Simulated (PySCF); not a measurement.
Bonds (- single, = double, # triple, : aromatic): C1-C2, C2=S3, C2-Si4, Si4-O5, O5-Si6, Si6-O7, O7-Si8, Si8-O9, O9-Si4. C1 carries H10, H11, H12; Si4 carries H13; Si6 carries H14, H15; Si8 carries H16, H17. H14, H16 are cis to C2 on the ring; H15, H17 are trans to C2 on the ring.

Geometry: PBE0-D3(BJ)/def2-SVP; GIAO absolute shieldings from PySCF 2.14, gas phase, non-relativistic, averaged over equivalent atoms.

At PBE0/pcSseg-1 (221 basis functions, 89 s wall time on 1 thread of an Arm Neoverse N1, shared host):
```json
{"atoms": "C2", "σ (ppm)": "-141.5"}
{"atoms": "C1", "σ (ppm)": "135.5"}
{"atoms": "S3", "σ (ppm)": "-759.1"}
{"atoms": "Si6/Si8", "σ (ppm)": "385.2"}
{"atoms": "Si4", "σ (ppm)": "422.7"}
{"atoms": "O5/O9", "σ (ppm)": "237.4"}
{"atoms": "O7", "σ (ppm)": "251.9"}
{"atoms": "H14/H16", "σ (ppm)": "26.12"}
{"atoms": "H15/H17", "σ (ppm)": "26.16"}
{"atoms": "H13", "σ (ppm)": "26.29"}
{"atoms": "H10/H11/H12", "σ (ppm)": "27.75"}
```

Q: What do these become at wB97X-D/pcSseg-1?

A: 
```tsv
atoms	σ at wB97X-D/pcSseg-1	change
C2	-148.3	-6.8
C1	136.4	+0.9
S3	-798.9	-39.8
Si6/Si8	385.5	+0.3
Si4	421.6	-1.1
O5/O9	242.8	+5.4
O7	256.5	+4.6
H14/H16	26.37	+0.25
H15/H17	26.41	+0.25
H13	26.51	+0.22
H10/H11/H12	27.89	+0.14
```

The largest change is at S3 (thione sulfur). Cost: 221 basis functions, 110 s wall time on 1 thread of an Arm Neoverse N1, shared host.
